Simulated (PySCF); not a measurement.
Atom-mapped SMILES (the numbers label the heavy atoms): `[O:1]=[C:2]=[N:3][c:4]1[cH:5][cH:6][cH:7][c:8]([F:9])[cH:10]1`. Hydrogens are named by the atom that carries them.

Geometry: PBE0-D3(BJ)/def2-TZVP; GIAO shifts from PySCF 2.14, gas phase, non-relativistic, averaged over equivalent atoms.

At B97-2/pcSseg-2 (416 basis functions):
```csv
atoms,δ (ppm)
O1,166.3
C8,174.1
C4,144.1
C6,137.6
C2,132.3
C5,128.0
C7,117.6
C10,117.4
N3,67.7
F9,-113.2
H(C6),7.51
H(C5),7.08
H(C7),7.04
H(C10),6.91
```

Chemical shifts δ = σref − σ; ¹⁷O (σref 327.66) against H2O; ¹³C (σref 185.38), ¹H (σref 31.64) vs TMS; ¹⁵N (σref 261.75) against NH3; ¹⁹F (σref 175.98) against CFCl3, all at this level.

Task: What do these become at PBE0/pcSseg-2?

Result: 
| atoms | δ at PBE0/pcSseg-2 | change |
| --- | --- | --- |
| O1 | 171.1 | +4.8 |
| C8 | 177.2 | +3.1 |
| C4 | 146.8 | +2.7 |
| C6 | 140.6 | +3.0 |
| C2 | 134.7 | +2.4 |
| C5 | 130.6 | +2.6 |
| C7 | 120.2 | +2.6 |
| C10 | 120.0 | +2.6 |
| N3 | 69.9 | +2.2 |
| F9 | -113.5 | -0.3 |
| H(C6) | 7.58 | +0.07 |
| H(C5) | 7.14 | +0.06 |
| H(C7) | 7.11 | +0.07 |
| H(C10) | 6.97 | +0.06 |

Shifts are taken against calculated references (same method and geometry level): ¹⁷O (329.54 ppm) vs H2O; TMS for ¹³C (186.03 ppm), ¹H (31.52 ppm); ¹⁵N (263.78 ppm) against NH3; ¹⁹F (174.31 ppm) against CFCl3.

The largest change is at O1 (carbonyl oxygen). Cost: 416 basis functions. The order of the carbon signals is the same at both levels.

Unscaled 19F shifts against computed CFCl3 carry errors that often reach 10 to 50 ppm. Experimental scales use liquid or dissolved standards, which lie at an offset from isolated NH3 (liquid NH3: subtract about 20 ppm) and H2O (liquid H2O: subtract about 36 ppm).
